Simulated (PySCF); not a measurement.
# Löwdin shares of the frontier orbitals

C5H7FS.
Numbering: `[CH3:1][S:2][CH2:3][C:4]#[C:5][CH2:6][F:7]` (hydrogens: H8, H9, H10 on C1; H11, H12 on C3; H13, H14 on C6)

Geometry (GFN2-xTB, Å), atoms numbered from 1 in this order:
```
atom  x, y, z in Å
C1    -1.0700    2.0860   -0.2952
S2    -2.2318    0.7014   -0.4365
C3    -1.1146   -0.5301   -1.2241
C4    -0.0395   -0.8961   -0.3437
C5     0.8049   -1.1430    0.4730
C6     1.8894   -1.4389    1.3856
F7     3.0489   -0.7970    1.0052
H8    -0.7970    2.4373   -1.2871
H9    -0.1907    1.7610    0.2542
H10   -1.5838    2.8709    0.2495
H11   -1.7445   -1.3909   -1.4500
H12   -0.7314   -0.0948   -2.1492
H13    1.6500   -1.0878    2.3971
H14    2.1094   -2.5134    1.3989
```

Method used: TDDFT PBE0/def2-SVPD, vertical, gas phase, core orbitals frozen in the response in PySCF.

Frontier orbitals with the atoms that hold most of them (Löwdin shares over 4%, at most four atoms; ? is withheld):

```json
{"orbital": "HOMO-3", "ε (eV)": "-9.49", "atoms": "S2 51%, C1 18%, C3 10%, C4 7%"}
{"orbital": "HOMO-2", "ε (eV)": "-8.21", "atoms": "C5 39%, C4 36%, C3 8%, C6 4%"}
{"orbital": "HOMO-1", "ε (eV)": "-7.84", "atoms": "?"}
{"orbital": "HOMO", "ε (eV)": "?", "atoms": "S2 71%, C1 10%, C3 7%"}
{"orbital": "LUMO", "ε (eV)": "-0.06", "atoms": "?"}
{"orbital": "LUMO+1", "ε (eV)": "0.14", "atoms": "C4 18%, C5 18%, S2 17%, C6 13%"}
{"orbital": "LUMO+2", "ε (eV)": "0.58", "atoms": "S2 30%, C3 12%, C4 12%, H11 10%"}
```

**Question.** Give the leading atoms of the LUMO.

**Answer.** S2 (bonded to 2 C) 26%; C4 (bonded to 2 C) 16%; C5 (bonded to 2 C) 16%; C3 (bonded to C, S and 2 H) 10%. By element: carbon 42% or more, sulfur 26%.

**Question.** Which atoms hold the HOMO-1, and with what shares?

**Answer.** C5 (bonded to 2 C) 31%; C4 (bonded to 2 C) 30%; S2 (bonded to 2 C) 14%; C3 (bonded to C, S and 2 H) 8%. By element: carbon 68% or more, sulfur 14%.

**Question.** What is the HOMO energy, and the HOMO–LUMO gap?

**Answer.** ε(HOMO) = -6.60 eV; the gap is 6.54 eV (0.2403 hartree).

**Question.** The HOMO–LUMO gap is 6.54 eV. Where does the response calculation put the lowest singlet, and from which orbitals?

**Answer.** S1 is at 5.09 eV (f = 0.0082), 1.45 eV below the gap, made of HOMO→LUMO (80%), HOMO→LUMO+1 (13%). Without the coupling terms of the response equations the lowest excitation would equal the gap.

**Question.** Give energy, strength and leading configuration of S1 and S2, and follow the Löwdin shares of the leading atoms from the occupied to the empty orbital.

**Answer.** 
- S1 (5.09 eV, f 0.0082), HOMO→LUMO (80%): S2 71% → 26%, C1 10% → at most 11%, C4 at most 4% → 16%
- S2 (5.59 eV, f 0.0007), HOMO→LUMO+1 (76%): S2 71% → 17%, C1 10% → at most 14%, C4 at most 4% → 18%, C5 at most 4% → 18%

One conformer stands for the species.
